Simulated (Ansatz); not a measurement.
```xyz
11

N    -1.1205    0.4324   -0.4137
C    -0.3212   -0.8238   -0.4305
Si    0.5228   -0.7590    1.2254
B     0.4743    0.5396   -0.2290
O     1.1978    1.3786   -1.0646
H    -1.4247    0.7462   -1.3275
H    -1.8449    0.5564    0.2848
H    -0.5478   -1.5470   -1.2033
H     1.6715   -1.6948    1.2689
H    -0.3030   -0.8641    2.4678
H     1.6957    2.0356   -0.5784
```

Total charge 0; spin multiplicity 1. The bonds changed during the relaxation, so this is another structure than the one it started from.

(1) List the r2SCAN/def2-TZVPP orbital energies in eV (Ansatz 0.2.0). (Best estimate.)

Answers

(1) The calculation gave: Occupied: -1790.15, -515.37, -387.15, -273.24, -180.73, -140.65, -95.53, -95.50, -95.47, -26.20, -25.07, -18.00, -14.59, -13.77, -12.85, -12.54, -10.09, -9.46, -9.25, -8.31, -7.60, -5.83, -5.23. Lowest empty: -0.05, 0.37, 1.05, 1.57, 1.66, 1.84, 2.09, 2.73.
